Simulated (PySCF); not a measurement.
Basis-set dependence of excited states

C2H4Cl2O2Si.
InChI=1S/C2H4Cl2O2Si/c3-1-7(4)6-2-5/h2,7H,1H2/t7-/m0/s1

TDDFT with PBE0 (PySCF), vertical singlets, core orbitals frozen in the response, spherical d and f functions. One conformer (not necessarily the lowest) at the PBE0-D3(BJ)/def2-SVP geometry, without solvent, vibrations or thermal averaging.

Q: How do the low singlets change with the basis? Take def2-SVP, 6-31+G*, aug-cc-pVDZ and def2-TZVP.

A: 

| basis | functions | diffuse | S1 (eV) | S2 (eV) | S3 (eV) | S4 (eV) | S5 (eV) | LUMO (eV) | α (au) |
| --- | --- | --- | --- | --- | --- | --- | --- | --- | --- |
| def2-SVP | 130 | no | 5.82 | 6.85 | 6.87 | 7.15 | 7.26 | -0.40 | 62.0 |
| 6-31+G* | 146 | yes | 5.82 | 6.51 | 6.80 | 6.82 | 7.20 | -0.72 | 72.6 |
| aug-cc-pVDZ | 209 | yes | 5.75 | 6.50 | 6.75 | 6.83 | 7.18 | -0.72 | 81.4 |
| def2-TZVP | 259 | no | 5.78 | 6.57 | 6.79 | 6.91 | 7.23 | -0.60 | 74.3 |

States are compared by their number. Against the largest diffuse basis here (aug-cc-pVDZ, itself not a converged limit), sets without diffuse functions differ by up to 0.07 eV in S1 and 0.08 eV in S5; the smaller diffuse sets differ by up to 0.07 and 0.02 eV. State by state, the largest deviation of a set without diffuse functions is S1 0.07, S2 0.34, S3 0.12, S4 0.31, S5 0.08 eV. The same number needn't mean the same state in each row. Against aug-cc-pVDZ the polarisability deviates by -24% in def2-SVP, -11% in 6-31+G*, -9% in def2-TZVP. A single + in a Pople set puts diffuse functions on heavy atoms only.
